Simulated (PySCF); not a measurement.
# Dipole response of Ni (nickel, neutral)

[Ar] 3d8 4s2, high-spin 3F determinant. Computed with PySCF 2.14 in aug-cc-pVTZ-DK (8s7p5d3f2g, 93 functions), with the spin-free X2C one-electron Hamiltonian (Gaussian nucleus). Coupled (time-dependent) response in atomic units; α is the mean over directions.

| method | mean α (bohr³) | C₆ (like pair) | S(−4) |
| --- | --- | --- | --- |
| UHF | 62.04 | 537.2 | 2195 |
| PBE | 46.42 | 365.5 | 1116 |
| PBE0 | 49.50 | 397.9 | 1281 |

S(−4) is the Cauchy moment in α(ω) = α(0) + S(−4) ω² + …

Reference α: 49 ± 3 bohr³ (recommended; Schwerdtfeger and Nagle, table of static dipole polarizabilities (2023 update)). Published C₆: 373.0 (Chu and Dalgarno (2004); Tang, Norbeck and Certain (1976)).

Hartree-Fock lies above the reference because it lacks correlation, which contracts the outer shell.

α(iu) at UHF:

```
u (hartree)  α(iu) (bohr³)
          0          62.04
     0.0500          57.15
      0.100          46.73
      0.200          28.02
      0.300          17.61
      0.500          8.926
      0.750          5.153
       1.00          3.538
       1.50          2.119
       2.00          1.473
       3.00         0.8647
       5.00         0.4194
```
